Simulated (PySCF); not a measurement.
H₃O, SMILES [OH3+], charge +1. Atoms are numbered in the order given.

```xyz
4

O      0.0000     0.0000     0.0742
H      0.8173     0.4719    -0.1977
H      0.0000    -0.9438    -0.1977
H     -0.8173     0.4719    -0.1977
```
Charge +1, spin multiplicity 1.

Geometry: B3LYP-D3(BJ)/def2-TZVPD.

Two levels are set side by side: PBE/pcSseg-2 (PySCF) and KT2/pcSseg-2 (PySCF). GIAO shifts against H2O (¹⁷O), TMS (¹H) at the same level; non-relativistic, no solvent, atoms listed together averaged. Differences are taken from unrounded values.

```
quantity                    PBE
-------------------------  ----
δ(¹⁷O) of O1 (ppm)         27.1
δ(¹H) of H2, H3, H4 (ppm)  7.36
```

**Question.** These are the PBE values. What does KT2 give? (Estimate from the structure and the level; the computed values follow.)

**Answer.** 
| quantity | KT2 | PBE minus KT2 |
|---|---|---|
| δ(¹⁷O) of O1 (ppm) | 23.6 | 3.5 |
| δ(¹H) of H2, H3, H4 (ppm) | 7.50 | -0.15 |

Rough cost on one machine, each run with all the roots and properties that it gave: KT2 against PBE within a factor of 2.
